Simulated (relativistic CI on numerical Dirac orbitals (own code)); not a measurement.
Transition arrays of Ga V

These numbers are calculated, not measured: Dirac-Coulomb-Breit CI, KLI orbitals optimised for each configuration, QED by a radiative potential, valence Slater integrals scaled by 0.9, whole transition arrays (own radial code, finite nucleus).

Configurations in the expansion (outside the closed core [Ne] 3s2): 3p⁶3d⁹, 3p⁶3d⁸4f, 3p⁵3d¹⁰, 3p⁶3d⁸4p, 3p⁶3d⁸5f. Levels of other configurations are missing.

All E1 lines from the levels of 3p⁶3d⁹; mean and standard deviation are weighted by gf, and upper levels are sorted by their leading configuration.

| Upper configuration | Lines | Σgf | Mean (eV) | Mean (nm) | σ (eV) | Strongest line (nm) |
| --- | --- | --- | --- | --- | --- | --- |
| 3p⁶3d⁸4f | 81 | 6.3 | 64.75 | 19.147 | 2.16 | 18.861 |
| 3p⁵3d¹⁰ | 3 | 4.5 | 90.87 | 13.644 | 1.52 | 13.799 |
| 3p⁶3d⁸4p | 60 | 6.0 | 39.12 | 31.692 | 1.72 | 30.755 |
| 3p⁶3d⁸5f | 81 | 4.7 | 72.29 | 17.152 | 2.02 | 17.611 |

Σgf per state of the lower configuration in bins of 0.5 nm over the central range (centre: value): 13.25: 0.15, 13.75: 0.30, 15.25: 0.01, 15.75: 0.01, 16.75: 0.21, 17.25: 0.07, 17.75: 0.21, 18.75: 0.28, 19.25: 0.06, 19.75: 0.26, 26.75: 0.01, 27.25: 0.01, 30.75: 0.22, 31.25: 0.04, 31.75: 0.09, 32.25: 0.04, 32.75: 0.01, 33.25: 0.15.

**Question.** How do configuration mixing and the scaling of the Slater integrals move the arrays?

**Answer.** Slater scale 0.9, no configuration mixing: 3p⁶3d⁸4f 64.7 ± 2.0 eV (Σgf 6.8), 3p⁵3d¹⁰ 90.6 ± 1.5 eV (Σgf 4.0), 3p⁶3d⁸4p 39.1 ± 1.7 eV (Σgf 6.1), 3p⁶3d⁸5f 72.4 ± 2.0 eV (Σgf 4.4); Slater scale 1: 3p⁶3d⁸4f 64.6 ± 2.0 eV (Σgf 6.1), 3p⁵3d¹⁰ 90.9 ± 1.5 eV (Σgf 4.5), 3p⁶3d⁸4p 39.2 ± 1.9 eV (Σgf 6.0), 3p⁶3d⁸5f 72.3 ± 2.2 eV (Σgf 4.9); Slater scale 0.8: 3p⁶3d⁸4f 64.7 ± 1.9 eV (Σgf 6.3), 3p⁵3d¹⁰ 90.8 ± 1.5 eV (Σgf 4.4), 3p⁶3d⁸4p 39.0 ± 1.5 eV (Σgf 6.0), 3p⁶3d⁸5f 72.3 ± 1.8 eV (Σgf 4.7). With mixing, levels are counted to their leading configuration, so an array can shrink or vanish into another, and the sums then hold other lines.
